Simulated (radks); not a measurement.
Neutral thulium inside a hard spherical wall (all orbitals vanish at R), configuration held at [Xe] 4f13 6s2 and not refilled when levels cross. Calculated with a radial shooting solver on a logarithmic mesh with Libxc functionals: scalar-relativistic Kohn-Sham, PBE, spin-polarised, spherical densities, point nucleus; open shells are filled with parallel spins first (spin-orbit coupling, left out, can overturn this in heavy ions). Eigenvalues in eV for spin up, with the zero of energy where the potential of the charges vanishes at infinity; a dash marks a level that is unbound or too diffuse for the functional's potential to be trusted. A positive occupied level is held by the wall or, in an anion where self-interaction has pushed it up, behind a barrier. The pressure on the wall is -dE/dV.

| R (bohr) | E (hartree) | kinetic (hartree) | e(5s) | e(5p) | e(6s) | e(4f) | e(6p, empty) | e(5d, empty) | pressure (GPa) |
|---|---|---|---|---|---|---|---|---|---|
| free | -13567.4764 | 14749.046 | -53.586 | -27.050 | -3.888 | -3.468 | - | - | 0 |
| 20 | -13567.4764 | 14749.046 | -53.586 | -27.050 | -3.888 | -3.468 | -1.123 | -0.813 | < 0.0001 |
| 12 | -13567.4762 | 14749.049 | -53.558 | -27.022 | -3.867 | -3.441 | -1.022 | -0.770 | 0.00466 |
| 10 | -13567.4744 | 14749.065 | -53.444 | -26.909 | -3.776 | -3.330 | -0.778 | -0.641 | 0.0479 |
| 7 | -13567.4394 | 14749.263 | -52.426 | -25.908 | -2.768 | -2.331 | 1.136 | 0.428 | 1.67 |
| 6 | -13567.3806 | 14749.525 | -51.447 | -24.960 | -1.494 | -1.357 | 3.276 | 1.514 | 5.99 |
| 5 | -13567.2192 | 14750.155 | -49.718 | -23.317 | 1.447 | 0.409 | 7.905 | 3.602 | 24.6 |
| 4 | -13566.7082 | 14752.063 | -46.289 | -20.092 | 9.327 | 4.122 | 19.348 | 8.188 | 134 |
| 3.5 | -13566.0326 | 14754.609 | -42.998 | -16.909 | 18.450 | 7.904 | 31.674 | 12.892 | 370 |
| 3 | -13564.5055 | 14760.336 | -37.195 | -10.954 | 36.604 | 14.859 | 54.681 | 21.612 | 1200 |
